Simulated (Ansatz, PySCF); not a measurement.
Process, species as SMILES: O[SiH2] → [O][SiH3]
Structures are relaxed separately at B3LYP-D3(BJ)/def2-TZVP in Ansatz (a program for electronic structure), one conformer each, not searched for the lowest.

Property: isomerisation energy (0 K, with B3LYP-D3(BJ) harmonic zero-point energies from PySCF), in kcal/mol. Cores are frozen in the correlated levels unless marked. Open shells are spin-unrestricted. No spin-orbit coupling. No relativistic terms. CBS marks a two-point X^-3 extrapolation of the correlation energy; Hartree-Fock from the larger set. The bracket is a focal-point correction in the basis named.

RI-MP2/CBS(aug-cc-pV(T+d)Z,aug-cc-pV(Q+d)Z)+[CCSD(T)-MP2]/aug-cc-pV(T+d)Z (Ansatz) gives 26.8 kcal/mol.

Q: Another calculation gave 27.0 kcal/mol. Which level was it?
A) SVWN5/def2-TZVPD (Ansatz)
B) B3LYP/def2-TZVPD (Ansatz)
C) PBE-QIDH/def2-TZVPD (Ansatz)
D) BHLYP/def2-TZVPD (Ansatz)

A: C, PBE-QIDH/def2-TZVPD (Ansatz). The others give 23.1 (B3LYP), 19.7 (BHLYP), 32.4 (SVWN5) kcal/mol.
